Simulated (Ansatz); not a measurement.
One change: `F[CH2][AlH][SiH3]` becomes `[OH][AlH][CH2]F`.

Ansatz, PBE0-D4/def2-TZVP geometries, multiplicity 1. Each molecule was computed in one conformer, which needn't be the lowest.

```
                                                                                  property  `F[CH2][AlH][SiH3]`
                                        size of the dipole moment (ωB97M-V/def2-TZVPP) / D                 1.70
                                          size of the dipole moment (B3LYP/def2-TZVPP) / D                 1.68
                                                         HOMO energy (PBE/def2-TZVPP) / eV                -6.28
ideal-gas entropy at 298 K and 1 bar (rigid rotor, harmonic PBE0-D4/def2-TZVP) / J/(mol·K)                  367
                                                   HOMO–LUMO gap (ωB97M-V/def2-TZVPP) / eV                 9.22
                                            size of the dipole moment (PBE/def2-TZVPP) / D                 1.49
```

Question: Give the same properties after the change, and the shifts. (An estimate is asked.)

Answer: Computed: 
| property | `[OH][AlH][CH2]F` | shift |
| --- | --- | --- |
| size of the dipole moment (ωB97M-V/def2-TZVPP) / D | 1.99 | 0.29 |
| size of the dipole moment (B3LYP/def2-TZVPP) / D | 1.97 | 0.29 |
| HOMO energy (PBE/def2-TZVPP) / eV | -6.43 | -0.15 |
| ideal-gas entropy at 298 K and 1 bar (rigid rotor, harmonic PBE0-D4/def2-TZVP) / J/(mol·K) | 325 | -42 |
| HOMO–LUMO gap (ωB97M-V/def2-TZVPP) / eV | 10.95 | 1.73 |
| size of the dipole moment (PBE/def2-TZVPP) / D | 1.84 | 0.35 |

With PBE0 the HOMO falls by 0.36 eV and the LUMO rises by 1.21 eV, so the gap widens by about 1.57 eV. PBE moves the HOMO by -0.15 eV and ωB97M-V by -0.58 eV. The zero-point energy changes by -27.1 kJ/mol with -6 modes. Dipoles are sizes alone; their direction can turn. Modes under 60 cm⁻¹, often nearly free rotors, make the harmonic entropy too high.

B3LYP here is the variant with VWN-RPA as its local correlation; programs differ in this.
